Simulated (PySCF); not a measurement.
**Polarisability and C₆ of Rh⁻ (rhodium, charge -1)**

[Kr] 4d8 5s2, high-spin 3F determinant. Computed with PySCF 2.14 in aug-cc-pwCVDZ-PP with ECP28MDF, with a scalar-relativistic core potential. Coupled (time-dependent) response in atomic units; α is the mean over directions. A double-zeta set is small for polarisabilities.

```csv
method,mean α (bohr³),C₆ (like pair),S(−4)
wB97M-V,259.1,4113,50060
```

S(−4) is the Cauchy moment in α(ω) = α(0) + S(−4) ω² + …

Spin-orbit coupling is absent.

α(iu) at wB97M-V:

```json
{"u (hartree)": "0", "α(iu) (bohr³)": "259.1"}
{"u (hartree)": "0.0500", "α(iu) (bohr³)": "179.2"}
{"u (hartree)": "0.100", "α(iu) (bohr³)": "101.8"}
{"u (hartree)": "0.200", "α(iu) (bohr³)": "44.64"}
{"u (hartree)": "0.300", "α(iu) (bohr³)": "26.23"}
{"u (hartree)": "0.500", "α(iu) (bohr³)": "13.80"}
{"u (hartree)": "0.750", "α(iu) (bohr³)": "8.655"}
{"u (hartree)": "1.00", "α(iu) (bohr³)": "6.254"}
{"u (hartree)": "1.50", "α(iu) (bohr³)": "3.821"}
{"u (hartree)": "2.00", "α(iu) (bohr³)": "2.580"}
{"u (hartree)": "3.00", "α(iu) (bohr³)": "1.389"}
{"u (hartree)": "5.00", "α(iu) (bohr³)": "0.5808"}
```

A single London oscillator, α(iu) = α/(1 + u²/ω²), gives C₆ = (3/4) ω α². Matching the computed C₆ needs ω = 4 × 4113 / (3 × 259.1²) = 0.0817 hartree.

For an ion, C₆ is the dispersion term alone; charge-induced terms of lower order in 1/R come first.

Energies and moments cover only the electrons outside the core potential.
